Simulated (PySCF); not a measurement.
## Bond curve of RbSi

Set-up: Rb x2c-TZVPPall, Si x2c-TZVPPall; spin-free X2C with a Gaussian nucleus (PySCF 2.14). Energies in eV from Rb + Si in their ground configurations at the same level. State: ⁴Σ⁻ (quartet), unpaired electrons σ ↑, π ↑↑.

All columns are MN15. A positive dipole means Rb(−)Si(+).

```csv
R (Å),E (eV),μ (D),Mulliken charge on Rb (basis-dependent),HOMO (eV),LUMO (eV),Mayer bond order,⟨S²⟩
2.716,-1.362,-8.15,0.43,-4.18,-0.71,1.09,3.75
2.842,-1.554,-8.67,0.42,-4.22,-0.74,1.09,3.75
2.969,-1.661,-9.15,0.41,-4.15,-0.77,1.09,3.75
3.063,-1.698,-9.49,0.40,-4.08,-0.81,1.09,3.75
3.158,-1.709,-9.82,0.38,-4.01,-0.85,1.09,3.75
3.253,-1.698,-10.12,0.37,-3.95,-0.90,1.09,3.75
3.379,-1.660,-10.50,0.36,-3.89,-0.98,1.08,3.75
3.537,-1.585,-10.90,0.35,-3.82,-1.10,1.06,3.75
3.726,-1.474,-11.25,0.35,-3.76,-1.27,1.02,3.75
3.979,-1.309,-11.52,0.36,-3.73,-1.47,0.95,3.75
```

A fit through these points gives, at Re = 3.153 Å, μ = -9.80 D and dμ/dR = -3.33 D/Å; the reduced mass is 21.04 u.

Task: How strong is the fundamental in the double-harmonic approximation, I = 42.26·(dμ/dR)²/μred km/mol?

Result: I = 42.26·(-3.33)²/21.04 = 22.3 km/mol at MN15.

Spin–orbit coupling is left out. The state was picked by a PBE0 search and need not be the measured ground state.
